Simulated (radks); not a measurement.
Task: Coherent X-ray form factor from a spherical all-electron density. Method: Dirac Kohn-Sham, BLYP, spin-unpolarised, spherical densities, finite nucleus; Fermi nuclear charge, rms radius of each element as measured or else 0.836 A^(1/3) + 0.57 fm; computed with a radial shooting solver on a logarithmic mesh with Libxc functionals.

sin(theta)/lambda (1/angstrom),f0 (electrons)
0.05,67.341
0.1,65.479
0.15,62.704
0.2,59.380
0.25,55.837
0.3,52.323
0.4,45.890
0.5,40.465
0.6,35.913
0.8,28.717
1,23.503
1.25,19.210
1.5,16.550
2,13.058

The species is in the configuration that NIST lists as its ground one. Which atom or ion scatters so?

Result: The ytterbium ion Yb2+, [Xe] 4f14. Extrapolating in s^2 from the first two rows gives f0(0) = 68.0, near the electron count 68; among species with that count, the fall with angle is slower the higher Z, and the table is that of Z = 70; from so few rows the species is fixed only to a neighbour or two.
